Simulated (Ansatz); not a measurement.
`[SH][Zn][Cl]` + dimethylamine → `C[N](C)[Zn][Cl]` + H₂S at 298.15 K and 1 bar (ligand exchange at a Zn–S bond).

Program: Ansatz. Geometries: PBE0-D4/def2-TZVP. ΔE: electronic, gas phase. CBS: MP2 limit from def2 TZ/QZ plus the TZ coupled-cluster correction, frozen cores. This one scheme is used for every species. For Zn outer-core shells are correlated without core-valence functions, which leaves a few kJ/mol of doubt a bond. Scalar relativity is left out up to krypton. One conformer a species, not always the lowest.

| species | CCSD(T)/CBS energy (Eh) | H − E (kJ/mol) | S (J/(mol·K)) |
| --- | --- | --- | --- |
| `[SH][Zn][Cl]` | -2636.62673 | 42.0 | 306.5 |
| `CNC` | -135.00321 | 256.9 | 271.4 |
| `C[N](C)[Zn][Cl]` | -2372.62212 | 238.9 | 367.4 |
| H₂S | -398.97279 | 49.9 | 205.7 |

H − E and S are ideal-gas, rigid-rotor, harmonic terms from PBE0-D4/def2-TZVP, for one conformer and one mirror image of each species. 1 Eh = 2625.50 kJ/mol, R = 8.31446 J/(mol·K).

Question: By hand: ΔE, ΔH, ΔS and ΔG.

Answer: ΔE = (-2372.62212) + (-398.97279) − (-2636.62673) − (-135.00321) = 0.03503 Eh = 92.0 kJ/mol. Δ(H − E) = 238.9 + 49.9 − 42.0 − 256.9 = -10.1, so ΔH = 81.9 kJ/mol. ΔS = 367.4 + 205.7 − 306.5 − 271.4 = -4.8 J/(mol·K). ΔG = 81.9 − 298.15 × (-4.8)/1000 = 83.3 kJ/mol.

Question: By hand: the equilibrium constant, and the temperature at which ΔG would vanish if ΔH and ΔS stayed fixed.

Answer: log₁₀ K = −ΔG/(RT ln 10) = -14.6. ΔH and −TΔS have one sign here, so there is no such temperature. One of them is within its doubt of zero, so this could turn.

The number of gas molecules stays the same, so ΔS is small and ΔH decides. A doubt of 5 kJ/mol in ΔE shifts log₁₀ K by 0.9 here. Other conformers and mirror images would add mixing entropy, several J/(mol·K) or more a flexible species. Modes under 60 cm⁻¹, often nearly free rotors, make the harmonic entropy too high. These are equilibria of isolated gas molecules and say nothing of rates. Largest T1 diagnostic: 0.014 (customary marks: 0.02 for closed shells, 0.045 for open ones).
